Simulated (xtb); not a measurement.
Be(Cl)(Et) (C2H5BeCl), SMILES C[CH2][Be][Cl]. All values are semi-empirical tight-binding results from xtb (GFN2-xTB unless named), good for trends rather than for accurate numbers. The structure is a stationary point at GFN2-xTB. One conformer was computed; it need not be the lowest.

For metal compounds this method's bond lengths and energies can be far off.

Computed properties:
```yaml
point_group_as_xtb_finds_it: Cs
orbital_gap: 5.33 eV
zero_point_energy: 41.6 kcal/mol
G − E(el) at 298.15 K (modified RRHO): 23.1 kcal/mol
```
